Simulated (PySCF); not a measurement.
**Static response to an electric field**

Compound: Sn(vinyl)3(NHMe), C7H13NSn.
Geometry (PBE0-D3(BJ)/def2-SVP, Å), atoms numbered from 1 in this order:
```
atom  x, y, z in Å
Sn1    0.0115    0.2313    0.0127
C2     0.0166    0.1463    2.1555
C3    -0.7675    0.9332    2.8985
H4     0.6711   -0.5741    2.6629
H5    -1.4471    1.6692    2.4519
H6    -0.7763    0.8828    3.9947
C7     2.0233    0.1739   -0.6984
C8     3.0809    0.2419    0.1154
H9     2.1888    0.0947   -1.7803
H10    2.9773    0.3276    1.2037
H11    4.1102    0.2181   -0.2640
C12   -1.1509    1.8983   -0.6420
C13   -2.0020    1.7647   -1.6639
H14   -1.0556    2.8711   -0.1442
H15   -2.1168    0.8078   -2.1873
H16   -2.6158    2.5992   -2.0257
N17   -0.9172   -1.3355   -0.9207
C18   -0.2717   -2.6187   -1.0670
H19   -1.8976   -1.4295   -0.6691
H20   -0.7382   -3.2096   -1.8766
H21    0.7839   -2.4798   -1.3534
H22   -0.2709   -3.2579   -0.1596
```

Level: B3LYP/def2-SVPD (PySCF), static field, nuclei fixed, core orbitals frozen in the response. The polarisability tensor in these axes (au):

```
x   142.83 -11.35  10.02
y   -11.35 123.89   8.71
z    10.02   8.71 140.68
```

Task: Diagonalise the tensor; give its mean and Δα, where Δα² is half the sum of the squared differences of the eigenvalues.

Result: Principal values 113.08, 142.13 and 152.20 au; mean 135.80 au = 20.12 Å³ = 22.39 × 10⁻⁴⁰ C²·m²/J; Δα = 35.18 au (26 % of the mean).

Task: What is the dipole moment, and where does it point?

Result: (0.06, 0.13, 0.75) D, 0.76 D in size, pointing from the negative to the positive side. Measured along this direction, the outermost atoms are H20 at the negative end and H6 at the positive end.

Task: Directions of the eigenvectors, and the extent of the frame along each?

Result: Largest value along (0.80, -0.14, 0.59), where the nuclei span 6.72 Å; middle along (-0.41, 0.59, 0.70), 6.51 Å; least along (0.44, 0.80, -0.41), 4.75 Å. The response follows the extents in order.

Task: Refractivity n − 1 of an ideal gas of it at 500 K and 1 atm, from the electronic α?

Result: N = p/kT = 1.4678 × 10¹⁹ cm⁻³, so n − 1 = 2π × N × 20.12 × 10⁻²⁴ cm³ = 1856 × 10⁻⁶ at long wavelengths.

Task: What depolarisation ratio follows for Rayleigh scattering of linearly polarised light, taking the static tensor?

Result: ρ = 3Δα²/(45ᾱ² + 4Δα²) = 3713.6/(829879 + 4951.5) = 0.00445.

Task: Form Σ f/ω² (atomic units) for the 10 lowest TDDFT singlets, given as eV and f, and set it beside the mean polarisability, which is this sum over all singlets: 4.33, 0.0285; 4.72, 0.0048; 4.88, 0.0016; 5.33, 0.0118; 5.66, 0.0229; 5.74, 0.0238; 5.93, 0.0066; 5.99, 0.0060; 6.09, 0.0066; 6.15, 0.0114.

Result: They add up to 3.32 au, 2.4 % of the 135.80 au; the largest single term is 1.13 au, from the state at 4.33 eV. Terms in order: 1.13, 0.16, 0.05, 0.31, 0.53, 0.53, 0.14, 0.12, 0.13, 0.22 au. Higher excitations give the rest. The strengths listed sum to 0.124.

Task: Find the Langevin capture rate constant for H3+ (3.023 u) meeting this molecule (231.007 u), k = 2.342 × 10⁻⁹ cm³/s × √(α in Å³ / reduced mass in u).

Result: The reduced mass is 2.98 u, so k = 6.08 × 10⁻⁹ cm³/s. The formula leaves out the permanent dipole, which adds to the capture rate.

One conformer (not necessarily the lowest) at the PBE0-D3(BJ)/def2-SVP geometry, without solvent, vibrations or thermal averaging. Atoms past krypton carry effective core potentials; spin–orbit coupling is left out.
